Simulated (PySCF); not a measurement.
System: C5H5Se (charge -1, singlet). It need not be the lowest isomer of its formula. Whether it binds its extra electron was not tested at this geometry. SMILES: [se]1cc([c-]c1)C
Geometry from a B3LYP-D3(BJ)/def2-TZVP (Ansatz) optimisation:
```xyz
11

C     -2.8003    -0.8543     0.1787
C     -1.3158    -0.5984     0.1158
C     -0.3645    -1.6802     0.2773
C      0.8937    -1.2601     0.1912
Se     1.0467     0.7476    -0.1361
C     -0.8245     0.6583    -0.0947
H     -3.3836     0.0616     0.0387
H     -3.0753    -1.2957     1.1422
H     -3.1002    -1.5760    -0.5883
H      1.8493    -1.7594     0.2583
H     -1.4098     1.5594    -0.2322
```
Charge -1, spin multiplicity 1.

Dispersion corrections to the total energy (kcal/mol) from the dftd3 and dftd4 libraries through PySCF: D3(BJ) without and D4 with the three-body term, each with the damping fitted for the functional named.

| functional | D3(BJ) | D4 |
|---|---|---|
| BP86 | -11.69 | -10.71 |
| HSE06 | -4.84 | -6.25 |
| B2PLYP | -6.00 | -5.56 |
| PW6B95 | -3.80 | … |
| LC-wPBE | … | -8.88 |
| B3LYP | -12.60 | -12.89 |
| B2GP-PLYP | -5.18 | … |

Q: What belongs in the gaps?

A: 
- PW6B95, D4: -6.93
- LC-wPBE, D3(BJ): -6.83
- B2GP-PLYP, D4: -3.36
